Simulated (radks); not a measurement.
Problem. Pd+, 45 electrons, occupied as [Kr] 4d7 5s1 5p1 (not the ground configuration). Calculated with a radial shooting solver on a logarithmic mesh with Libxc functionals: scalar-relativistic Kohn-Sham, PBEsol, spin-polarised, spherical densities, point nucleus; open shells are filled with parallel spins first (spin-orbit coupling, left out, can overturn this in heavy ions). Some entries of the table are withheld. Estimate them.

| orbital | occ. | eigenvalue (eV) | <1/r> (bohr^-1) | <r^2> (bohr^2) |
|---|---|---|---|---|
| 1s up | 1 | -24174.37 | 48.22 | 0.001372 |
| 1s down | 1 | -24174.32 | 48.22 | 0.001372 |
| 2s up | 1 | -3549.137 | 10.94 | 0.02258 |
| 2s down | 1 | -3548.564 | 10.94 | 0.02258 |
| 2p up | 3 | -3184.804 | 10.58 | 0.01778 |
| 2p down | 3 | -3184.351 | 10.58 | 0.01778 |
| 3s up | 1 | -657.8402 | 3.825 | 0.1649 |
| 3s down | 1 | -657.4810 | 3.825 | 0.1648 |
| 3p up | 3 | -538.1611 | 3.644 | 0.1668 |
| 3p down | 3 | -537.7598 | 3.644 | 0.1667 |
| 3d up | 5 | -348.0256 | 3.418 | 0.1528 |
| 3d down | 5 | -347.4609 | 3.419 | 0.1526 |
| 4s up | 1 | -107.6724 | 1.466 | 0.9986 |
| 4s down | 1 | -105.3072 | 1.470 | 0.9942 |
| 4p up | 3 | -73.1407 | (1) | 1.206 |
| 4p down | 3 | -70.6700 | (2) | 1.200 |
| 4d up | 5 | -23.8291 | (3) | 2.158 |
| 4d down | 2 | -21.1565 | (4) | 2.147 |
| 5s up | 1 | -15.6455 | 0.4944 | 7.622 |
| 5s down | 0 | -13.0522 | 0.4843 | 7.977 |
| 5p up | 1 | (5) | 0.3965 | 11.67 |
| 5p down | 0 | (6) | 0.3790 | 12.82 |

Solution. 
(1) 4p up <1/r> (bohr^-1): 1.320
(2) 4p down <1/r> (bohr^-1): 1.324
(3) 4d up <1/r> (bohr^-1): 0.9944
(4) 4d down <1/r> (bohr^-1): 0.9994
(5) 5p up eigenvalue (eV): -9.5266
(6) 5p down eigenvalue (eV): -7.2444
